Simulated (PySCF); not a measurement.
# Structure from 2D NMR

Compound of formula C6H5F3O. Correlations simulated from computed shifts and the bond graph:

HSQC (one-bond C–H):
```tsv
δH	δC
5.94	110.6
5.91	110.6
2.81	25.0
2.40	17.5
1.95	17.5
```

COSY cross peaks (H two or three bonds apart, from the bond graph; peaks can be absent where the dihedral angle is near 90°):
```tsv
δH	δH
5.94	5.91
2.81	2.40
2.81	1.95
2.40	1.95
```

HMBC (two and three bonds, from the bond graph):
```tsv
δH	δC
5.94	144.2, 25.0, 17.5
5.91	144.2, 25.0, 17.5
2.81	196.5, 144.2, 126.0, 110.6, 17.5
2.40	196.5, 144.2, 110.6, 25.0
1.95	196.5, 144.2, 110.6, 25.0
```

Carbons without hydrogens: δ 196.5, 144.2, 126.0.

[PySCF: PBE0/pcSseg-1 with gauge-including orbitals; structure optimised with GFN2-xTB; non-relativistic Hamiltonian; gas phase; fast rotation and ring inversion assumed for equivalent nuclei; one conformer]

References, each an isolated molecule treated in the same way: TMS for ¹H (σref 31.72) and ¹³C (σref 186.93).

Exchangeable hydrogens are left out of these lists.

Problem. Work out the connectivity.

Solution. SMILES C=C1C[C@H]1C(=O)C(F)(F)F.

Atoms are numbered as in `[CH2:1]=[C:2]1[CH2:3][C@H:4]1[C:5](=[O:6])[C:7]([F:8])([F:9])[F:10]` (H(Xn): hydrogen on atom n). Ha(C1) is cis to C3; Ha(C3) is cis to C5 on the ring; Hb(C1) is trans to C3; Hb(C3) is trans to C5 on the ring.

- δC 196.5 is C5, a ketone carbonyl carbon.
- δC 144.2 is C2, a fully substituted alkene carbon.
- δC 126.0 is C7, a CF3 carbon.
- δC 110.6 is C1, a terminal =CH2 carbon (δH 5.91, 5.94).
- δC 25.0 is C4, a three-membered-ring carbon (δH 2.81).
- δC 17.5 is C3, a three-membered-ring carbon (δH 1.95, 2.40).
- HMBC from δH 5.94 reaches the proton-free carbon C2.
- HMBC from δH 5.91 reaches the proton-free carbon C2.
- HMBC from δH 2.81 reaches the proton-free carbons C5, C2, C7.
- HMBC from δH 2.40 reaches the proton-free carbons C5, C2.
- COSY links 5.94–5.91, 2.81–2.40, 2.81–1.95, 2.40–1.95.

The shifts were computed for this structure.

Shifts are as computed. Against solution values, carbons near 30 ppm lie about +3 ppm off and those near 130 ppm about +5 ppm. Of 1211 compounds with measured shifts, 218 miss one by over three times the rms of a fit or turn the order of signals round; such compounds aren't used in these exercises.
